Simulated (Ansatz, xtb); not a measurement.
## Two isomers of C6H6N3+

Structure I is `N#Cc1cccc([NH3+])n1`, a singlet and structure II is `C[n+]1ccc(C#N)nc1`, a singlet. Both are isolated ions in the gas phase, relaxed with PBE0-D3(BJ)/def2-SVP.

Quicker runs give these differences E(II) − E(I): GFN2-xTB −10.5 kcal/mol; HF/STO-3G +3.3 kcal/mol (at GFN2-xTB geometries); r2SCAN-D4/def2-SVP +10.4 kcal/mol (at GFN2-xTB geometries).

**Question.** Which of the two would you expect CCSD(T)/def2-SVP + ΔMP2/def2-TZVPP electronic energies to favour?

**Answer.** Structure I; the calculation gives E(II) − E(I) = +9.2 kcal/mol.

The same difference at several levels:

```csv
level,geometry,E(II) − E(I) (kcal/mol),departure from the last row (kcal/mol),"job, with rough time for the two"
GFN2-xTB,GFN2-xTB,−10.5,−19.7,"optimisation, 0.14 s"
HF/STO-3G,GFN2-xTB,+3.3,−5.9,"single point, 0.44 s"
r2SCAN-D4/def2-SVP,GFN2-xTB,+10.4,+1.2,"single point, 2.7 s"
PBE0-D3(BJ)/def2-SVP,PBE0-D3(BJ)/def2-SVP,+10.3,+1.1,"optimisation, 95 s"
HF/def2-SVP,PBE0-D3(BJ)/def2-SVP,+6.8,−2.4,part of the CCSD(T) run
MP2/def2-SVP,PBE0-D3(BJ)/def2-SVP,+11.4,+2.2,part of the CCSD(T) run
CCSD(T)/def2-SVP,PBE0-D3(BJ)/def2-SVP,+8.2,−0.9,single point
CCSD(T)/def2-SVP + ΔMP2/def2-TZVPP,PBE0-D3(BJ)/def2-SVP,+9.2,,"single point, 78 s"
```

As drawn, II has 2 C∷N, 3 C–H in place of 2 C∷C, 3 N–H (∷ is an aromatic bond).

GFN2-xTB puts the two in the other order. The largest departure from CCSD(T)/def2-SVP + ΔMP2/def2-TZVPP is that of GFN2-xTB, 19.7 kcal/mol. The last row adds to CCSD(T) the change of the MP2 difference between the two basis sets, here +0.9 kcal/mol.

With thermal terms from frequencies at re-optimised GFN2-xTB minima (ideal gas, soft modes damped towards free rotors, one conformer each, 298.15 K, 1 atm): the zero-point term adds −0.3 kcal/mol; ΔH is +9.0 and ΔG +8.6 kcal/mol.

The correlated steps freeze 9 core orbitals. Run with Ansatz 0.2.0, xtb 6.7.1; the last row on 4 threads of Intel(R) Xeon(R) Platinum 8488C (Sapphire Rapids) on a shared host.
